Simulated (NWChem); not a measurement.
System: C₂H₃O₃, doublet; SMILES O(C(=O)[O])C

Input file for NWChem:

```
start job
memory heap 200 mb stack 900 mb global 1100 mb
geometry units angstroms noautosym
  C      0.075963     1.776418    -0.003083
  O     -0.684611     0.546043    -0.021880
  C     -0.009599    -0.592752     0.002614
  O     -0.647641    -1.685766    -0.004622
  O      1.235751    -0.708117     0.026967
  H      1.148042     1.575229    -0.300000
  H      0.020316     2.205712     1.044460
  H     -0.432279     2.461600    -0.746161
end
basis spherical
  * library 6-31g*
end
dft
  odft
  mult 2
  xc b3lyp
  grid fine
  iterations 150
end
driver
  maxiter 120
  tight
end
task dft optimize
task dft freq
```

Parts of the log:

```
             Northwest Computational Chemistry Package (NWChem) 7.3.0
             --------------------------------------------------------

                             Geometry "geometry" -> ""
                             -------------------------

 Output coordinates in angstroms (scale by  1.889725989 to convert to a.u.)

  No.       Tag          Charge          X              Y              Z
 ---- ---------------- ---------- -------------- -------------- --------------
    1 C                    6.0000     0.06667441     1.81329449    -0.00306262
    2 O                    8.0000    -0.69389959     0.58291949    -0.02185962
    3 C                    6.0000    -0.01888759    -0.55587551     0.00263438
    4 O                    8.0000    -0.65692959    -1.64888951    -0.00460162
    5 O                    8.0000     1.22646241    -0.67124051     0.02698738
    6 H                    1.0000     1.13875341     1.61210549    -0.29997962
    7 H                    1.0000     0.01102741     2.24258849     1.04448038
    8 H                    1.0000    -0.44156759     2.49847649    -0.74614062

 Effective nuclear repulsion energy (a.u.)     173.6126782130

                                Z-matrix (autoz)
                                --------

 Units are Angstrom for bonds and degrees for angles

      Type          Name      I     J     K     L     M      Value
      ----------- --------  ----- ----- ----- ----- ----- ----------
    1 Stretch                  1     2                       1.44660
    2 Stretch                  1     6                       1.13048
    3 Stretch                  1     7                       1.13346
    4 Stretch                  1     8                       1.13135
    5 Stretch                  2     3                       1.32405
    6 Stretch                  3     4                       1.26563
    7 Stretch                  3     5                       1.25092
    8 Bend                     1     2     3               117.59690
    9 Bend                     2     1     6               110.11011
   10 Bend                     2     1     7               107.95868
   11 Bend                     2     1     8               105.68694
   12 Bend                     2     3     4               119.05603
   13 Bend                     2     3     5               125.96011
   14 Bend                     4     3     5               114.98301
   15 Bend                     6     1     7               110.89766
   16 Bend                     6     1     8               111.18018
   17 Bend                     7     1     8               110.82923
   18 Torsion                  1     2     3     4         179.56934
   19 Torsion                  1     2     3     5          -0.78528
   20 Torsion                  3     2     1     6          18.11329
   21 Torsion                  3     2     1     7        -103.08425
   22 Torsion                  3     2     1     8         138.27712

                           NWChem Geometry Optimization
                           ----------------------------

 maximum gradient threshold         (gmax) =   0.000015
 rms gradient threshold             (grms) =   0.000010
 maximum cartesian step threshold   (xmax) =   0.000060
 rms cartesian step threshold       (xrms) =   0.000040
 fixed trust radius                (trust) =   0.300000
 source of zmatrix                         =   autoz

          -------------------
          Energy Minimization
          -------------------

 Using diagonal initial Hessian
 Scaling for Hessian diagonals: bonds = 1.00  angles = 0.25  torsions = 0.10

          --------
          Step   0

                                 NWChem DFT Module
                                 -----------------

 Summary of "ao basis" -> "ao basis" (spherical)
 ------------------------------------------------------------------------------
       Tag                 Description            Shells   Functions and Types
 ---------------- ------------------------------  ------  ---------------------
 C                           6-31g*                  6       14   3s2p1d
 O                           6-31g*                  6       14   3s2p1d
 H                           6-31g*                  2        2   2s

            General Information
            -------------------
          SCF calculation type: DFT
          Wavefunction type:  spin polarized.
          No. of atoms     :     8
          No. of electrons :    39
           Alpha electrons :    20
            Beta electrons :    19
          Charge           :     0
          Spin multiplicity:     2
          Use of symmetry is: off; symmetry adaption is: off
          Maximum number of iterations: 150
          AO basis - number of functions:    76
                     number of shells:    36
          Convergence on energy requested:  1.00D-06
          Convergence on density requested:  1.00D-05
          Convergence on gradient requested:  5.00D-04

              XC Information
              --------------
                         B3LYP Method XC Potential
                     Hartree-Fock (Exact) Exchange  0.200
                        Slater Exchange Functional  0.800 local
                    Becke 1988 Exchange Functional  0.720 non-local
              Lee-Yang-Parr Correlation Functional  0.810
                  VWN I RPA Correlation Functional  0.190 local

             Grid Information
             ----------------
          Grid used for XC integration:  fine
          Radial quadrature: Mura-Knowles
          Angular quadrature: Lebedev.
          Tag              B.-S. Rad. Rad. Pts. Rad. Cut. Ang. Pts.
          ---              ---------- --------- --------- ---------
          C                   0.70       70           9.0       590
          O                   0.60       70          11.0       590
          H                   0.35       60          10.0       590
          Grid pruning is: on
          Number of quadrature shells:   530
          Spatial weights used:  Erf1

      Superposition of Atomic Density Guess
      -------------------------------------

 Sum of atomic energies:        -301.07826261

      Non-variational initial energy
      ------------------------------

 Total energy =    -302.992428
 1-e energy   =    -757.052055
 2-e energy   =     280.446949
 HOMO         =      -0.367398
 LUMO         =       0.121158

   convergence    iter        energy       DeltaE   RMS-Dens  Diis-err
 ---------------- ----- ----------------- --------- --------- ---------
 d= 0,ls=0.0,diis     1   -303.4342724068 -4.77D+02  9.46D-03  3.29D-01
                                                     1.13D-02  3.65D-01
 d= 0,ls=0.0,diis     2   -303.2519196402  1.82D-01  6.74D-03  9.76D-01
                                                     6.94D-03  8.70D-01
 d= 0,ls=0.0,diis     3   -303.6022089972 -3.50D-01  2.05D-03  4.24D-02
                                                     3.83D-03  4.78D-02
 d= 0,ls=0.0,diis     4   -303.5903034878  1.19D-02  1.39D-03  7.83D-02
                                                     2.44D-03  7.68D-02
 d= 0,ls=0.0,diis     5   -303.6206556320 -3.04D-02  4.57D-04  3.88D-03
                                                     5.83D-04  3.44D-03
  Resetting Diis
 d= 0,ls=0.0,diis     6   -303.6221094755 -1.45D-03  1.46D-04  4.68D-04
                                                     2.60D-04  4.79D-04
 d= 0,ls=0.0,diis     7   -303.6223400927 -2.31D-04  1.70D-04  8.00D-05
                                                     2.27D-04  6.84D-05
 d= 0,ls=0.0,diis     8   -303.6222391965  1.01D-04  1.04D-04  3.62D-04
                                                     2.11D-04  4.13D-04
 d= 0,ls=0.0,diis     9   -303.6223905949 -1.51D-04  3.64D-05  5.61D-05
                                                     4.95D-05  4.65D-05
 d= 0,ls=0.0,diis    10   -303.6224124588 -2.19D-05  3.51D-05  8.63D-06
                                                     8.69D-05  5.94D-06
 d= 0,ls=0.0,diis    11   -303.6224227314 -1.03D-05  2.42D-05  3.98D-06
                                                     6.97D-05  3.51D-06
 d= 0,ls=0.0,diis    12   -303.6224281786 -5.45D-06  8.24D-06  5.19D-07
                                                     3.24D-05  6.02D-07
 d= 0,ls=0.0,diis    13   -303.6224297546 -1.58D-06  1.35D-05  1.91D-07
                                                     7.26D-05  2.48D-07
 d= 0,ls=0.0,diis    14   -303.6224318729 -2.12D-06  3.27D-06  9.98D-08
                                                     2.28D-05  9.40D-08
 d= 0,ls=0.0,diis    15   -303.6224322078 -3.35D-07  3.57D-06  6.94D-08
                                                     2.44D-05  5.82D-08
 d= 0,ls=0.0,diis    16   -303.6224324059 -1.98D-07  1.97D-06  1.73D-08
                                                     8.59D-06  9.75D-09

[...]

      ----------------------
      Optimization converged
      ----------------------

  Step       Energy      Delta E   Gmax     Grms     Xrms     Xmax
  ---- ---------------- -------- -------- -------- -------- --------
@   37    -303.62625830  7.3D-08  0.00000  0.00000  0.00002  0.00006
                                     ok       ok       ok       ok

                                Z-matrix (autoz)
                                --------

 Units are Angstrom for bonds and degrees for angles

      Type          Name      I     J     K     L     M      Value     Gradient
      ----------- --------  ----- ----- ----- ----- ----- ---------- ----------
    1 Stretch                  1     2                       1.44622   -0.00000
    2 Stretch                  1     6                       1.09265   -0.00000
    3 Stretch                  1     7                       1.09265   -0.00000
    4 Stretch                  1     8                       1.08918    0.00000
    5 Stretch                  2     3                       1.32348   -0.00000
    6 Stretch                  3     4                       1.26513    0.00000
    7 Stretch                  3     5                       1.25087   -0.00000
    8 Bend                     1     2     3               115.92232   -0.00000
    9 Bend                     2     1     6               110.45236   -0.00000
   10 Bend                     2     1     7               110.45252    0.00000
   11 Bend                     2     1     8               105.00967    0.00000
   12 Bend                     2     3     4               119.51382    0.00000
   13 Bend                     2     3     5               125.13425    0.00000
   14 Bend                     4     3     5               115.35193   -0.00000
   15 Bend                     6     1     7               109.87926    0.00000
   16 Bend                     6     1     8               110.48039    0.00000
   17 Bend                     7     1     8               110.48032   -0.00000
   18 Torsion                  1     2     3     4         179.99852   -0.00000
   19 Torsion                  1     2     3     5          -0.00119    0.00000
   20 Torsion                  3     2     1     6          60.88785    0.00000
   21 Torsion                  3     2     1     7         -60.87579    0.00000
   22 Torsion                  3     2     1     8        -179.99397    0.00000

                         Geometry "geometry" -> "geometry"
                         ---------------------------------

 Output coordinates in angstroms (scale by  1.889725989 to convert to a.u.)

  No.       Tag          Charge          X              Y              Z
 ---- ---------------- ---------- -------------- -------------- --------------
    1 C                    6.0000     0.08583891     1.79784551    -0.08343903
    2 O                    8.0000    -0.64973398     0.57293800    -0.30723825
    3 C                    6.0000    -0.03715117    -0.54373526     0.05244395
    4 O                    8.0000    -0.61898883    -1.65488035    -0.11301318
    5 O                    8.0000     1.10470367    -0.60729545     0.55920517
    6 H                    1.0000     1.01826414     1.79276700    -0.65303558
    7 H                    1.0000     0.30092244     1.92513193     0.98024315
    8 H                    1.0000    -0.57222189     2.59060753    -0.43670815

 Effective nuclear repulsion energy (a.u.)     174.3836361536

                Final and change from initial internal coordinates
                --------------------------------------------------

                                Z-matrix (autoz)
                                --------

 Units are Angstrom for bonds and degrees for angles

[...]

 Rotational Constants
 --------------------
 A=   0.404027 cm-1  (  0.581292 K)
 B=   0.149413 cm-1  (  0.214967 K)
 C=   0.111400 cm-1  (  0.160276 K)

 Temperature                      =   298.15K
 frequency scaling parameter      =   1.0000

 Zero-Point correction to Energy  =   33.825 kcal/mol  (  0.053903 au)
 Thermal correction to Energy     =   37.120 kcal/mol  (  0.059155 au)
 Thermal correction to Enthalpy   =   37.713 kcal/mol  (  0.060099 au)

 Total Entropy                    =   73.049 cal/mol-K
   - Translational                =   38.843 cal/mol-K (mol. weight =  75.0082)
   - Rotational                   =   24.976 cal/mol-K (symmetry #  =        1)
   - Vibrational                  =    9.230 cal/mol-K

 Cv (constant volume heat capacity) =   16.072 cal/mol-K
   - Translational                  =    2.979 cal/mol-K
   - Rotational                     =    2.979 cal/mol-K
   - Vibrational                    =   10.114 cal/mol-K

[normal modes left out]

 ----------------------------------------------------------------------------
 Normal Eigenvalue ||           Projected Infra Red Intensities
  Mode   [cm**-1]  || [atomic units] [(debye/angs)**2] [(KM/mol)] [arbitrary]
 ------ ---------- || -------------- ----------------- ---------- -----------
    1       -0.000 ||    0.002027           0.047         1.976       0.578
    2       -0.000 ||    0.000238           0.005         0.232       0.068
    3       -0.000 ||    0.002085           0.048         2.033       0.594
    4       -0.000 ||    0.001427           0.033         1.391       0.407
    5       -0.000 ||    0.001900           0.044         1.853       0.542
    6        0.000 ||    0.000279           0.006         0.272       0.080
    7      105.242 ||    0.000021           0.000         0.021       0.006
    8      155.412 ||    0.001931           0.045         1.882       0.550
    9      264.275 ||    0.004730           0.109         4.611       1.348
   10      508.295 ||    0.028145           0.649        27.438       8.022
   11      627.176 ||    0.001581           0.036         1.542       0.451
   12      748.411 ||    0.036096           0.833        35.188      10.288
   13      923.640 ||    0.007381           0.170         7.196       2.104
   14     1113.046 ||    0.093534           2.158        91.181      26.660
   15     1182.364 ||    0.000652           0.015         0.635       0.186
   16     1217.300 ||    0.024511           0.565        23.894       6.986
   17     1254.952 ||    0.068836           1.588        67.104      19.620
   18     1471.141 ||    0.082319           1.899        80.248      23.463
   19     1518.005 ||    0.008258           0.191         8.050       2.354
   20     1524.376 ||    0.013801           0.318        13.454       3.934
   21     1613.884 ||    0.422538           9.748       411.911     120.436
   22     3083.319 ||    0.015952           0.368        15.551       4.547
   23     3162.932 ||    0.015865           0.366        15.466       4.522
   24     3198.374 ||    0.007910           0.182         7.711       2.254
 ----------------------------------------------------------------------------
```

Level: B3LYP/6-31G* (spherical d), spin-unrestricted.
